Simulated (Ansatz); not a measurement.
Gas-phase electronic energies from Ansatz, PBE0-D4/def2-TZVP geometries. CCSD(T)/CBS adds triple-zeta CCSD(T) − MP2 to the extrapolated MP2 energy (def2 sets, frozen cores). This one scheme is used for every species. DFT in def2-TZVPP. def2 core potentials past Kr. For Sn outer-core shells are correlated without core-valence functions, which leaves a few kJ/mol of doubt a bond. Each species was taken in one conformer, which may not be the lowest.

Reaction (cleavage of the Si–Sn bond): `[SiH3][NH][SnH2][SiH3]` + `[NH2][AlH][OH]` → `[OH][AlH][NH][SiH3]` + `[SiH3][NH][SnH3]`

`[SiH3][NH][SnH2][SiH3]`:

Z-matrix (Å, degrees):
```
Si
N 1 1.710
H 1 1.493 2 114.2
H 1 1.491 2 112.5 3 121.8
H 1 1.490 2 106.8 3 -119.0
Sn 2 2.033 1 127.6 3 107.1
H 2 1.010 1 117.6 3 -65.2
Si 6 2.561 2 107.7 1 17.1
H 6 1.713 2 106.1 1 139.0
H 6 1.715 2 108.4 1 -105.3
H 8 1.485 6 110.7 2 -68.6
H 8 1.488 6 108.1 2 172.2
H 8 1.485 6 110.2 2 53.1
```

`[NH2][AlH][OH]`:

Z-matrix (Å, degrees):
```
N
Al 1 1.760
H 1 1.006 2 124.4
H 1 1.007 2 125.1 3 -180.0
O 2 1.698 1 116.8 3 -180.0
H 2 1.579 1 120.8 3 -0.1
H 5 0.955 2 123.2 1 180.0
```

`[OH][AlH][NH][SiH3]`:

```xyz
10

O     2.164   -0.086    0.583
Al    1.260    0.006   -0.846
N    -0.508    0.045   -0.683
Si   -1.513    0.007    0.722
H     3.118   -0.111    0.605
H     1.929    0.055   -2.275
H    -1.016    0.099   -1.556
H    -0.633   -0.073    1.913
H    -2.433   -1.166    0.713
H    -2.367    1.224    0.825
```

`[SiH3][NH][SnH3]`:

Cartesian coordinates in Å:
```
Si 1.330 -0.325 -0.918
N 0.501 0.197 0.487
Sn -1.506 0.283 0.750
H 2.382 0.638 -1.350
H 0.308 -0.442 -1.994
H 1.998 -1.652 -0.769
H 1.039 0.366 1.323
H -1.741 1.077 2.241
H -2.153 -1.299 0.789
H -2.158 1.156 -0.560
```

```json
{"level": "r2SCAN-D4", "ΔE (kJ/mol)": "-20.3"}
{"level": "ωB97M-V", "ΔE (kJ/mol)": "-25.3"}
{"level": "B2PLYP", "ΔE (kJ/mol)": "-26.7"}
{"level": "SCS-MP2/def2-TZVPP", "ΔE (kJ/mol)": "-32.7"}
{"level": "CCSD/def2-TZVPP", "ΔE (kJ/mol)": "-28.6"}
{"level": "CCSD(T)/def2-TZVPP", "ΔE (kJ/mol)": "-26.7"}
{"level": "MP2/def2-QZVPP", "ΔE (kJ/mol)": "-24.5"}
{"level": "HF/CBS(def2)", "ΔE (kJ/mol)": "-44.2"}
```

Q: What does CCSD(T)/CBS give? (Estimate.)

A: Ansatz gave: -20.1 kJ/mol. The listed levels differ from it by -0.2, -5.2, -6.6, -12.6, -8.5, -6.6, -4.4, -24.1 kJ/mol.

Largest T1 diagnostic among the species: 0.013.

In def2-TZVPP, CCSD(T) changes the Hartree–Fock value by +16.5 kJ/mol (the triples alone add +1.8 kJ/mol) and MP2 by +15.2 kJ/mol. From PBE to PBE0 (25 % exact exchange), in def2-TZVPP and without D4, ΔE moves by −5.4 kJ/mol.
